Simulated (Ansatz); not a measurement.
Ansatz results at the PBE0-D4/def2-TZVP geometry: HOMO–LUMO gap (B3LYP/def2-TZVPP) 5.23 eV; size of the dipole moment (PBE/def2-TZVPP) 1.70 D; HOMO–LUMO gap (PBE/def2-TZVPP) 3.30 eV.

Each molecule was computed in one conformer, which needn't be the lowest.

**Question.** Which molecule gave them?
A. `SC1[SiH2]S1`
B. `[SiH3]NCBCl`
C. `[NH2][GaH][AlH2]`
D. `F[C]1=C[O][Al]1[F]`

**Answer.** B. The others give `F[C]1=C[O][Al]1[F]`: 5.12, 0.13, 3.47; `SC1[SiH2]S1`: 5.86, 1.16, 4.31; `[NH2][GaH][AlH2]`: 4.59, 1.18, 3.18.

B3LYP here is the variant with VWN-RPA as its local correlation; programs differ in this.
